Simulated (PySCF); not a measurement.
# Nd(NH2)3 relaxed at several levels

Computed with PySCF 2.14.0, def2-SVP on the ligands, density fitting, scalar-relativistic core potentials, no spin-orbit coupling, vacuum. Each row is relaxed at its own level from the same template. Distances are means of the shortest metal–ligand contacts, charges and spins Mulliken's; removal energies are rigid, with the ligand's formal charge and no counterpoise, so too large; for an anion taken off a cation in vacuum most of it is the attraction of opposite charges, and multiply charged cations can part far more cheaply with an electron moved from ligand to metal. lcecp potentials hold a fixed number of 4f electrons in the core, out of states, spins and gaps.

| level | basis on the metal | point group | M–NH2 (Å) | charge on M (e) | dipole (D) | removal of one NH2 (eV) | strongest infrared band, degenerate modes summed (cm⁻¹) | unstable modes (below −25 cm⁻¹) |
| --- | --- | --- | --- | --- | --- | --- | --- | --- |
| B3LYP | lcecp-1-SVP with ECP49 | nearly C3v | 2.248 | 0.84 | 0.90 | 10.25 | 523 | 0 |

What does the calculation give for PBE0, lcecp-1-SVP with ECP49?

point group: D3h, M–NH2 (Å): 2.233, charge on M (e): 0.91, dipole (D): 0.00, removal of one NH2 (eV): 10.26, strongest infrared band, degenerate modes summed (cm⁻¹): 524, unstable modes (below −25 cm⁻¹): 0 (lowest -19 cm⁻¹, within noise).
```xyz
10

Nd   -0.0033    0.0000    0.0000
N     2.2305   -0.0013    0.0004
H     2.8500   -0.8085    0.0905
H     2.8510    0.8052   -0.0895
N    -1.1157    1.9239   -0.2208
H    -2.1278    2.0613   -0.2327
H    -0.7165    2.8579   -0.3288
N    -1.1180   -1.9226    0.2204
H    -0.7199   -2.8570    0.3285
H    -2.1303   -2.0588    0.2319
```

Members with unstable modes aren't minima as they stand: saddle points kept by symmetry or, where the modes are soft, flat surfaces and noise. Moved off a saddle point of the template and relaxed again: B3LYP, PBE0. One start shape was tried for each, so a minimum needn't be the lowest isomer.
